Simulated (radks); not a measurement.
All-electron atom: the gallium ion Ga3+ in [Ar] 3d10 (the NIST ground configuration). Method: scalar-relativistic Kohn-Sham, SOGGA, spin-polarised, spherical densities, finite nucleus; Fermi nuclear charge, rms radius 3.9973 fm; computed with a radial shooting solver on a logarithmic mesh with Libxc functionals.

Normalised radial functions P(r) = r R(r), r in bohr:

```
   r/bohr * 2p, o 3d (the largest magnitude, 2.21, reaches the edge; | marks zero, & curves that meet)
 0.004743 o*
 0.006029 o*
 0.007665 o*
 0.009744 o *
  0.01229 o  *
  0.01562 o   *
  0.01986 o     *
  0.02525 o         *
  0.03209 o             *
  0.04047 o                  *
  0.05145 |o                        *
  0.06541 |o                                 *
  0.08315 | o                                        *
   0.1057 |   o                                              *
   0.1333 |     o                                                *
   0.1695 |         o                                           *
   0.2154 |             o                                 *
   0.2739 |                  o                *
   0.3482 |                      *o
   0.4426 |           *              o
   0.5582 |    *                     o
   0.7096 |*                        o
    0.902 *                     o
    1.147 *               o
    1.458 *          o
    1.838 *      o
    2.337 *  o
    2.971 *o
```

2p: eigenvalue -1131.5 eV, 0 radial nodes, <r> = 0.191 bohr, 90 % of the charge inside 0.312 bohr. 3d: eigenvalue -52.324 eV, 0 radial nodes, <r> = 0.787 bohr, 90 % of the charge inside 1.34 bohr.
